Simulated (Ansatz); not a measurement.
Mulliken charges of C₂H₃BOS (`BC(=O)C=S`) from PBE/def2-TZVPP in Ansatz (PBE0-D4/def2-TZVP geometry).

| atom | x (Å) | y (Å) | z (Å) | charge (e) |
| --- | --- | --- | --- | --- |
| B1 | 0.578 | 1.137 | 0.650 | -0.199 |
| C2 | -0.100 | -0.128 | 0.108 | 0.353 |
| O3 | 0.022 | -0.342 | 1.323 | -0.150 |
| C4 | -0.645 | -0.997 | -0.916 | -0.052 |
| S5 | 0.093 | -2.366 | -1.317 | -0.097 |
| H6 | 1.767 | 1.180 | 0.603 | 0.012 |
| H7 | -0.118 | 2.057 | 0.954 | 0.008 |
| H8 | -1.505 | -0.599 | -1.460 | 0.124 |

Q: By hand: the dipole of these point charges (1 e Å = 4.8032 D).

A: Σ q r = (-0.295, 0.018, -0.280) e Å, of length 0.407 e Å = 1.95 D.

Q: How does the dipole of the full density compare? (Best estimate.)

A: The calculation gave: (-0.292, -0.038, -0.280) e Å, 1.95 D; the point charges give 1.00 times that, at 8° from its direction.

Point charges leave out the atoms' own dipoles, such as those of lone pairs, and Mulliken's split depends on the basis, so the close match here is no proof of good charges.
